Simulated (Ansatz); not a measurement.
Input (CCSDT(Q)/cc-pVDZ; Ansatz, an electronic-structure program):

Ansatz 0.2 input:
```yaml
crystal:
  periodic: [false, false, false]
  atoms:
    - {symbol: Se, position_ang: [0.57303026, -0.50690254, 0.80029158]}
    - {symbol: Ge, position_ang: [-0.86912854, 0.78528073, -0.67855932]}
    - {symbol: H, position_ang: [-1.77907663, 1.65638901, 0.20368456]}
    - {symbol: H, position_ang: [0.03697671, 1.64581871, -1.56727667]}
    - {symbol: H, position_ang: [-1.68554914, -0.21131173, -1.51020333]}
    - {symbol: O, position_ang: [1.46959169, -1.37314913, -0.32777748]}
basis:
  gaussian:
    orbitals: cc-pVDZ
magnetization: {spin_polarized: true, initial_magnetization: 1}
correlation: {method: ccsdt_q, electrons: outside_noble_gas}
```

Output:

```
Functional definition: HF
integrals: 0.19 GiB planned
1655 factors; integrals over basis functions are off by at most 2.1e-7 eV
mean field: 0.89 GiB planned
mean field evaluation 1: about -123853.8631 eV, gradient 2.7e1 eV
mean field evaluation 2: about -123853.8967 eV, gradient 2.7e1 eV
mean field evaluation 4: about -123857.6922 eV, gradient 2.8e0 eV
mean field evaluation 8: about -123858.2150 eV, gradient 7.9e-1 eV
mean field evaluation 16: about -123858.2222 eV, gradient 2.4e-6 eV
mean field evaluation 32: about -123858.1994 eV, gradient 2.1e0 eV
mean field evaluation 64: about -123857.4823 eV, gradient 4.5e-1 eV
mean field evaluation 96: about -123857.4914 eV, gradient 2.4e-2 eV
mean field evaluation 128: about -123852.8294 eV, gradient 3.9e-4 eV
mean field evaluation 160: about -123856.2408 eV, gradient 3.4e0 eV
mean field evaluation 192: about -123853.8149 eV, gradient 1.9e-2 eV
mean field -123858.22218919 eV, -4551.7057113344 hartree, gradient 4.5e-6 eV, S^2 0.766959; 3 other end points of the search recorded, 0 dependent functions left out
determinant -123858.22218919 eV, -4551.7057113344 hartree, with singles and doubles -123869.53599213 eV, -4552.1214859237 hartree
determinant -123857.49139348 eV, -4551.6788550874 hartree, with singles and doubles -123868.36045684 eV, -4552.0782857986 hartree
29 core orbitals not correlated
reference -123858.22218919 eV, -4551.7057113344 hartree; 10, 9 occupied and 44, 45 virtual orbitals, 1655 factors
second order -9.93450128 eV of doubles, -0.00000000 eV of singles
coupled cluster: 2.22 GiB planned
cycle   1  -10.62062110 eV  change   -6.9e-1 eV  update   1.3e-1
cycle   2  -11.24600032 eV  change   -6.3e-1 eV  update   5.7e-2
cycle   3  -11.62672083 eV  change   -3.8e-1 eV  update   4.8e-2
cycle   4  -11.66331824 eV  change   -3.7e-2 eV  update   2.9e-2
cycle   5  -11.67523634 eV  change   -1.2e-2 eV  update   2.0e-2
cycle   6  -11.69623006 eV  change   -2.1e-2 eV  update   7.6e-3
cycle   7  -11.69911035 eV  change   -2.9e-3 eV  update   3.1e-3
cycle   8  -11.69666026 eV  change    2.5e-3 eV  update   1.3e-3
cycle   9  -11.69762693 eV  change   -9.7e-4 eV  update   7.2e-4
cycle  10  -11.69820077 eV  change   -5.7e-4 eV  update   4.1e-4
cycle  11  -11.69773931 eV  change    4.6e-4 eV  update   2.6e-4
cycle  12  -11.69783021 eV  change   -9.1e-5 eV  update   1.5e-4
cycle  13  -11.69788148 eV  change   -5.1e-5 eV  update   7.3e-5
cycle  14  -11.69786642 eV  change    1.5e-5 eV  update   4.5e-5
cycle  15  -11.69789933 eV  change   -3.3e-5 eV  update   2.9e-5
cycle  16  -11.69792514 eV  change   -2.6e-5 eV  update   1.8e-5
cycle  17  -11.69793377 eV  change   -8.6e-6 eV  update   1.3e-5
cycle  18  -11.69793736 eV  change   -3.6e-6 eV  update   8.0e-6
cycle  19  -11.69794022 eV  change   -2.9e-6 eV  update   4.3e-6
cycle  20  -11.69794045 eV  change   -2.4e-7 eV  update   2.3e-6
cycle  21  -11.69793960 eV  change    8.5e-7 eV  update   1.5e-6
cycle  22  -11.69793939 eV  change    2.1e-7 eV  update   9.7e-7
perturbative correction -0.04356026 eV, -0.0016008101 hartree
Total energy: -123869.96368884 eV, -4552.1372034879 hartree
```

 The CCSD(T) runs of this state have a T1 diagnostic of up to 0.048.
